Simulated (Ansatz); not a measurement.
Basis-set extrapolation for F₃H₃SSi₂ (`F[SiH2]S[SiH](F)F`) (PBE0-D4/def2-TZVP geometry, frozen core, the Gaussian-basis code of Ansatz). Multiplicity 1, RHF reference.

```tsv
	def2-TZVPP	def2-QZVPP
HF	-1275.904448	-1275.949080
MP2 correlation	-1.155754	-1.264975
CCSD(T) correlation	-1.230047	not run
```

Energies in hartree. Use E(X) = E(∞) + A·exp(−7.88·√X) for Hartree–Fock and E(X) = E(∞) + B·X^(−2.97) for correlation, with X = 3 and 4, and add CCSD(T) minus MP2 of the smaller set to the MP2 limit.

Problem. What is the CCSD(T) energy at the basis-set limit?

Solution. HF limit: -1275.949080 + (-0.044632) × 0.13774 = -1275.95523. MP2 limit: -1.264975 + (-0.109221) × 0.74074 = -1.34588. Higher-order term: -1.230047 − (-1.155754) = -0.07429. Total: -1277.37540 hartree, 151.2 kcal/mol below CCSD(T)/def2-TZVPP.
